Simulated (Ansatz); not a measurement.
Ansatz (a program for electronic structure) input (PBE0/def2-TZVPD):

Ansatz 0.2 input:
```yaml
crystal:
  periodic: [false, false, false]
  atoms:
    - {symbol: Ge, position_ang: [-0.00117794, -0.00066181, 0.04572453]}
    - {symbol: H, position_ang: [-0.00593603, -1.32670919, -0.75158690]}
    - {symbol: H, position_ang: [0.04363002, 1.34788725, -0.71159804]}
basis:
  gaussian:
    orbitals: def2-TZVPD
hamiltonian:
  xc: {name: PBE0}
total_charge: -1
magnetization: {spin_polarized: true, initial_magnetization: 3}
```

End of the output:

```
integrals: 0.01 GiB planned
528 factors; their error is unknown
mean field: 0.23 GiB planned
mean field evaluation 1: about -56538.3492 eV, gradient 1.9e1 eV
mean field evaluation 2: about -56538.3902 eV, gradient 2.4e1 eV
mean field evaluation 4: about -56539.3263 eV, gradient 4.5e-1 eV
mean field evaluation 8: about -56539.5600 eV, gradient 1.7e-2 eV
mean field evaluation 16: about -56539.5600 eV, gradient 1.6e-5 eV
mean field -56539.56000926 eV, -2077.7905064500 hartree, gradient 1.6e-5 eV, S^2 3.753023; 3 other end points of the search recorded, 0 dependent functions left out
reference -56539.56003257 eV, -2077.7905073067 hartree; 19, 16 occupied and 53, 56 virtual orbitals, 528 factors
Total energy: -56539.56003257 eV, -2077.7905073067 hartree
```

This state (charge -1, quartet) is run at the relaxed geometry of the species with charge 0 and multiplicity 3.
